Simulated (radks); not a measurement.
The numbers below are computed, except where a source is named.
Spherical quantum dot in the effective-mass picture: electrons in a parabolic well V = omega^2 r^2 / 2 with omega = 0.866, with a point charge +2 (a donor) at the centre, all in effective atomic units (hartree* = m*/eps^2 hartree, bohr* = eps/m* bohr), one dielectric constant everywhere. Level of theory: non-relativistic Kohn-Sham, exchange-only LDA, spin-polarised, spherical densities (a radial shooting solver with Libxc functionals). Levels are named by radial order and angular momentum (1s, 1p, 1d, 2s, ...), and open shells are averaged over m.

N = 19, configuration 1s2 1p6 1d(up 5, down 4) 2s2. This is the lowest configuration that the search found. Occupied and some empty levels:

| level | occupation | eigenvalue (hartree*) | <r> (bohr*) |
|---|---|---|---|
| 1s up | 1 | 7.8254 | 0.9806 |
| 1s down | 1 | 7.8304 | 0.9739 |
| 1p up | 3 | 8.7761 | 2.110 |
| 1p down | 3 | 8.7929 | 2.106 |
| 2s up | 1 | 8.8970 | 2.171 |
| 2s down | 1 | 8.9123 | 2.174 |
| 1d up | 5 | 9.2848 | 2.494 |
| 1d down | 4 | 9.3030 | 2.495 |
| 1f up | 0 | 9.8122 | 2.758 |
| 1f down | 0 | 9.8300 | 2.761 |
| 2p up | 0 | 9.8566 | 2.376 |
| 2p down | 0 | 9.8686 | 2.378 |
| 1g up | 0 | 10.375 | 2.975 |
| 1g down | 0 | 10.392 | 2.978 |

Energy (hartree*): total 98.3720, kinetic 17.197, external 14.594, Hartree 73.864, exchange-correlation -7.2835.

Electron density:

| r (bohr*) | n(r) (e/bohr*^3) |
|---|---|
| 0.327 | 1.351 |
| 0.677 | 0.4165 |
| 1.03 | 0.2050 |
| 1.38 | 0.1789 |
| 1.73 | 0.1842 |
| 2.08 | 0.1712 |
| 2.43 | 0.1329 |
| 2.78 | 0.08340 |
| 3.13 | 0.04157 |
| 3.48 | 0.01615 |
| 3.83 | 0.004865 |
| 4.18 | 0.001137 |
| 4.53 | 0.0002057 |
